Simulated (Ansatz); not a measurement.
Gas-phase electronic energies from Ansatz, PBE0-D4/def2-TZVP geometries. CCSD(T)/CBS is the MP2 limit (def2-TZVPP, def2-QZVPP) plus CCSD(T) − MP2 in def2-TZVPP, frozen cores. This one scheme is used for every species. DFT in def2-TZVPP. Elements past krypton have def2 core potentials. For Mo outer-core shells are correlated without core-valence functions, which leaves a few kJ/mol of doubt a bond. Each species was taken in one conformer, which may not be the lowest.

Consider the ligand exchange at a Mo–N bond: `[NH2][Mo]([F])(=[S])=[S]` + HCl → `[F][Mo](=[S])(=[S])[Cl]` + NH₃.

```tsv
level	ΔE (eV)
r2SCANh	-0.47
MP2/CBS(def2)	-0.69
```

Question: What does CCSD(T)/CBS give? (Best estimate.)

Answer: The calculation gave: -0.47 eV. The listed levels differ from it by 0.00, -0.22 eV.

Question: What do rigid-rotor, harmonic-oscillator terms from PBE0-D4/def2-TZVP frequencies (298.15 K, 1 bar) make of the CCSD(T)/CBS value? (An estimate is asked.)

Answer: Ansatz gave: ΔZPE = +0.09 eV, ΔH = -0.38 eV, ΔS = 8 J/(mol·K), ΔG = -0.41 eV.

Largest T1 diagnostic among the species: 0.024, so the coupled-cluster value is less sure than usual.

At CCSD(T), def2-SVP lies +0.14 eV from the extrapolated value and def2-TZVPP +0.04 eV. Leaving LDA and LC-ωPBE aside and taking each functional with its dispersion term where it has one, the values, not all of them listed here, spread over 0.15 eV, from B2PLYP to CAM-B3LYP-D4. LDA lies +0.08 eV from PBE without D4.
